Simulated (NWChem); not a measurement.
Program: NWChem. System: C$_{3}$H$_{5}$Br, charge 0, spin multiplicity 1, displaced from the optimised geometry. The structure started from a generated list of species.

The NWChem input:

```
start mol
memory heap 200 mb stack 800 mb global 1000 mb
geometry units angstroms nocenter noautoz
  C     -0.811554     1.881885     0.000000
  C      0.178028     0.950813     0.000000
  C      1.674705     1.217837     0.000000
  Br    -0.286057    -0.934875     0.000000
  H     -1.889418     1.605435     0.000000
  H     -0.543964     2.964962     0.000000
  H      2.162547     0.762606     0.903641
  H      1.873210     2.321822     0.000000
  H      2.162547     0.762606    -0.903641
  symmetry group Cs
end
basis spherical
  * library def2-svp
end
dft
  xc xpbe96 cpbe96
  semidirect memsize 60000000 filesize 0
  iterations 100
  convergence nodiis damp 40
end
task dft gradient
```

The output up to the point where the run's verdict is printed (cleaned and shortened):

```
             Northwest Computational Chemistry Package (NWChem) 7.3.0
             --------------------------------------------------------

                                NWChem Input Module
                                -------------------

 Scaling coordinates for geometry "geometry" by  1.889725989
 (inverse scale =  0.529177249)

 Turning off AUTOSYM since
 SYMMETRY directive was detected!

                             Geometry "geometry" -> ""
                             -------------------------

 Output coordinates in angstroms (scale by  1.889725989 to convert to a.u.)

  No.       Tag          Charge          X              Y              Z
 ---- ---------------- ---------- -------------- -------------- --------------
    1 C                    6.0000    -0.81155400     1.88188500     0.00000000
    2 C                    6.0000     0.17802800     0.95081300     0.00000000
    3 C                    6.0000     1.67470500     1.21783700     0.00000000
    4 Br                  35.0000    -0.28605700    -0.93487500     0.00000000
    5 H                    1.0000    -1.88941800     1.60543500     0.00000000
    6 H                    1.0000    -0.54396400     2.96496200     0.00000000
    7 H                    1.0000     2.16254700     0.76260600     0.90364100
    8 H                    1.0000     1.87321000     2.32182200     0.00000000
    9 H                    1.0000     2.16254700     0.76260600    -0.90364100

 Effective nuclear repulsion energy (a.u.)     224.2975458711

            Nuclear Dipole moment (a.u.)
            ----------------------------
        X                 Y               Z
 ---------------- ---------------- ----------------
     0.0000018897     0.0000302356     0.0000000000

      Symmetry information
      --------------------

 Group name             Cs
 Group number              2
 Group order               2
 No. of unique centers     8

      Symmetry unique atoms

     1    2    3    4    5    6    7    8


 Summary of "ao basis" -> "" (spherical)
 ------------------------------------------------------------------------------
[...]
 d= 0,ls=0.0         52  -2215.8190668778  2.46D+02  3.86D-01              21.2
 d= 0,ls=0.0         53  -2462.2417016621 -2.46D+02  3.86D-01              21.6
 d= 0,ls=0.0         54  -2215.8190668778  2.46D+02  3.86D-01              22.0
 d= 0,ls=0.0         55  -2462.2417016621 -2.46D+02  3.86D-01              22.4
 d= 0,ls=0.0         56  -2215.8190668778  2.46D+02  3.86D-01              22.7
 d= 0,ls=0.0         57  -2462.2417016621 -2.46D+02  3.86D-01              23.1
 d= 0,ls=0.0         58  -2215.8190668778  2.46D+02  3.86D-01              23.4
 d= 0,ls=0.0         59  -2462.2417016621 -2.46D+02  3.86D-01              23.7
 d= 0,ls=0.0         60  -2215.8190668778  2.46D+02  3.86D-01              24.0
 d= 0,ls=0.0         61  -2462.2417016621 -2.46D+02  3.86D-01              24.3
 d= 0,ls=0.0         62  -2215.8190668778  2.46D+02  3.86D-01              24.7
 d= 0,ls=0.0         63  -2462.2417016621 -2.46D+02  3.86D-01              25.1
 d= 0,ls=0.0         64  -2215.8190668778  2.46D+02  3.86D-01              25.4
 d= 0,ls=0.0         65  -2462.2417016621 -2.46D+02  3.86D-01              25.8
 d= 0,ls=0.0         66  -2215.8190668778  2.46D+02  3.86D-01              26.2
 d= 0,ls=0.0         67  -2462.2417016621 -2.46D+02  3.86D-01              26.6
 d= 0,ls=0.0         68  -2215.8190668778  2.46D+02  3.86D-01              26.9
 d= 0,ls=0.0         69  -2462.2417016621 -2.46D+02  3.86D-01              27.2
 d= 0,ls=0.0         70  -2215.8190668778  2.46D+02  3.86D-01              27.6
 d= 0,ls=0.0         71  -2462.2417016621 -2.46D+02  3.86D-01              28.0
 d= 0,ls=0.0         72  -2215.8190668778  2.46D+02  3.86D-01              28.3
 d= 0,ls=0.0         73  -2462.2417016621 -2.46D+02  3.86D-01              28.7
 d= 0,ls=0.0         74  -2215.8190668778  2.46D+02  3.86D-01              29.0
 d= 0,ls=0.0         75  -2462.2417016621 -2.46D+02  3.86D-01              29.4
 d= 0,ls=0.0         76  -2215.8190668778  2.46D+02  3.86D-01              29.8
 d= 0,ls=0.0         77  -2462.2417016621 -2.46D+02  3.86D-01              30.2
 d= 0,ls=0.0         78  -2215.8190668778  2.46D+02  3.86D-01              30.6
 d= 0,ls=0.0         79  -2462.2417016621 -2.46D+02  3.86D-01              30.9
 d= 0,ls=0.0         80  -2215.8190668778  2.46D+02  3.86D-01              31.3
 d= 0,ls=0.0         81  -2462.2417016621 -2.46D+02  3.86D-01              31.6
 d= 0,ls=0.0         82  -2215.8190668778  2.46D+02  3.86D-01              32.0
 d= 0,ls=0.0         83  -2462.2417016621 -2.46D+02  3.86D-01              32.4
 d= 0,ls=0.0         84  -2215.8190668778  2.46D+02  3.86D-01              32.8
 d= 0,ls=0.0         85  -2462.2417016621 -2.46D+02  3.86D-01              33.1
 d= 0,ls=0.0         86  -2215.8190668778  2.46D+02  3.86D-01              33.4
 d= 0,ls=0.0         87  -2462.2417016621 -2.46D+02  3.86D-01              33.8
 d= 0,ls=0.0         88  -2215.8190668778  2.46D+02  3.86D-01              34.1
 d= 0,ls=0.0         89  -2462.2417016621 -2.46D+02  3.86D-01              34.5
 d= 0,ls=0.0         90  -2215.8190668778  2.46D+02  3.86D-01              34.8
 d= 0,ls=0.0         91  -2462.2417016621 -2.46D+02  3.86D-01              35.1
 d= 0,ls=0.0         92  -2215.8190668778  2.46D+02  3.86D-01              35.5
 d= 0,ls=0.0         93  -2462.2417016621 -2.46D+02  3.86D-01              35.8
 d= 0,ls=0.0         94  -2215.8190668778  2.46D+02  3.86D-01              36.2
 d= 0,ls=0.0         95  -2462.2417016621 -2.46D+02  3.86D-01              36.5
 d= 0,ls=0.0         96  -2215.8190668778  2.46D+02  3.86D-01              36.9
 d= 0,ls=0.0         97  -2462.2417016621 -2.46D+02  3.86D-01              37.2
 d= 0,ls=0.0         98  -2215.8190668778  2.46D+02  3.86D-01              37.6
 d= 0,ls=0.0         99  -2462.2417016621 -2.46D+02  3.86D-01              37.9
 d= 0,ls=0.0        100  -2215.8190668778  2.46D+02  3.86D-01              38.3
```

The run did not converge; its last values are not results. The next line reads: Calculation failed to converge. NWChem stopped with the message: dft gradient failed.
